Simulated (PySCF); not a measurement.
hydronium (H3O), SMILES [OH3+], charge +1.

The structure is a stationary point at PBE0-D3(BJ)/def2-TZVPD.

Lowest vertical singlet excitation by several levels in PySCF, with rough processor times relative to the cheapest run on one machine. Each run also gave further roots (ADC and EOM-CCSD ionised and attached states too); roots are paired by order and the bases differ. EOM-CCSD serves as a yardstick, not as the true value; all levels that ended soundly for this molecule are listed, with differences from unrounded values.

| level | relative cost |
|---|---|
| ADC(2)/aug-cc-pVDZ | 1 |
| TDA-CAM-B3LYP/def2-TZVPD | 2 |
| EOM-CCSD/aug-cc-pVDZ | 3 |
| TDA-M06-2X/def2-TZVPD | 7 |

Computed S1 at each level and its distance from EOM-CCSD:
```csv
level,S1 (eV),S1 minus EOM-CCSD (eV)
ADC(2)/aug-cc-pVDZ,11.59,-0.19
TDA-CAM-B3LYP/def2-TZVPD,11.40,-0.38
EOM-CCSD/aug-cc-pVDZ,11.78,0.00
TDA-M06-2X/def2-TZVPD,11.74,-0.04
```

Task: Which is the cheapest level here that lands within 0.5 eV of EOM-CCSD?

Result: ADC(2)/aug-cc-pVDZ, at about 29 % of the cost of EOM-CCSD.
